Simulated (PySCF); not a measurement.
Compound: C3H6B2Cl2O2.
SMILES with atom numbers: `[Cl:1][B:2]([Cl:3])[C@@H:4]1[CH2:5][CH2:6][O:7][BH:8][O:9]1` (hydrogens: H10 on C4; H11, H12 on C5; H13, H14 on C6; H15 on B8)

Structure used (PBE0-D3(BJ)/def2-SVP), in Å, numbered top down from 1:
```xyz
15
C3H6B2Cl2O2 angstrom
Cl     2.281   -2.116    1.533
B      1.875   -0.453    1.157
Cl     3.119    0.758    1.165
C      0.385   -0.116    0.767
C      0.033   -0.732   -0.591
C     -1.368   -0.311   -0.994
O     -1.531    1.088   -0.924
B     -0.777    1.826   -0.070
O      0.147    1.280    0.766
H     -0.266   -0.584    1.533
H      0.753   -0.384   -1.353
H      0.108   -1.828   -0.545
H     -2.114   -0.795   -0.339
H     -1.589   -0.625   -2.027
H     -0.931    3.020   -0.049
```

Method used: PySCF 2.14.0, density-fitted response routines, TDDFT CAM-B3LYP/def2-SVPD, vertical, gas phase, core orbitals frozen in the response.

Transition dipole moments from the ground state, in atomic units and in the frame of the coordinates above (overall signs are arbitrary), for the states with f of 0.002 or more among the lowest 8:

| state | E (eV) | μx | μy | μz |
| --- | --- | --- | --- | --- |
| S1 | 5.798 | -0.061 | -0.016 | -0.134 |
| S3 | 6.761 | 0.415 | -0.234 | 0.196 |
| S4 | 7.079 | 0.155 | -0.277 | 0.230 |
| S5 | 7.220 | -0.427 | -0.719 | -0.006 |
| S6 | 7.699 | 0.072 | -0.075 | 0.100 |
| S7 | 7.751 | -0.156 | -0.112 | 0.026 |
| S8 | 7.942 | -0.207 | -0.093 | -0.101 |

Task: Work out the oscillator strengths.

Result: f = (2/3) ΔE |μ|² with ΔE in hartree (27.2114 eV).

| state | \|μ\|² (au) | \|μ\| (D) | f |
| --- | --- | --- | --- |
| S1 | 0.022 | 0.38 | 0.003 |
| S3 | 0.266 | 1.31 | 0.044 |
| S4 | 0.153 | 1.00 | 0.027 |
| S5 | 0.700 | 2.13 | 0.124 |
| S6 | 0.021 | 0.37 | 0.004 |
| S7 | 0.038 | 0.49 | 0.007 |
| S8 | 0.062 | 0.63 | 0.012 |

Task: Which bond between heavy atoms lies closest to the direction of the S5 transition dipole?

Result: B2–Cl3, at 15° from it; next C6–O7 at 37°.

Task: What angle do the transition dipoles of S4 and S5 make?

Result: |cos θ| = |μa·μb| / (|μa| |μb|) = 0.40, so θ ≈ 66° (taken between 0 and 90°, since the signs are arbitrary).

Task: What peak molar absorption coefficient would the strongest computed level give as a lone Gaussian band 0.5 eV wide at half height?

Result: ε(max) = 2.175×10⁸ f / FWHM, with the width in cm⁻¹. S5: 2.175×10⁸ × 0.1239 / 4033 ≈ 6700 L mol⁻¹ cm⁻¹.

All these states lie below the vertical ionisation energy of 10.63 eV (ΔSCF).

One conformer stands for the species.
